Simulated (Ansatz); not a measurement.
`C[SiH](O)[Si](O)(F)F` → `O[SiH](O)C[SiH](F)F`  (isomerisation)

Isolated molecules relaxed with PBE0-D4/def2-TZVP in Ansatz; ΔE leaves out vibrations. CCSD(T)/CBS adds triple-zeta CCSD(T) − MP2 to the extrapolated MP2 energy (def2 sets, frozen cores). DFT in def2-TZVPP. B3LYP here is the variant with VWN-RPA as its local correlation; programs differ in this. Each species was taken in one conformer, which may not be the lowest.

CCSD(T)/CBS gives -8.0 kcal/mol.

(1) Another level gave -7.2 kcal/mol. Which?
A. MP2/def2-TZVPP
B. r2SCAN-D4/def2-TZVPP
C. CCSD(T)/def2-TZVPP
D. B3LYP/def2-TZVPP

Largest T1 diagnostic among the species: 0.012.

## Answers

(1) B. r2SCAN-D4 -7.2, B3LYP -5.4, CCSD(T)/def2-TZVPP -8.2, MP2/def2-TZVPP -9.6 kcal/mol.

From PBE to PBE0 (25 % exact exchange), in def2-TZVPP and without D4, ΔE moves by −1.4 kcal/mol. The D4 term adds −0.8 kcal/mol with B3LYP and −0.4 kcal/mol with PBE0; it sums over pairs of atoms, weighted by their polarisabilities, and B3LYP, whose exchange is more repulsive, gets the larger term.
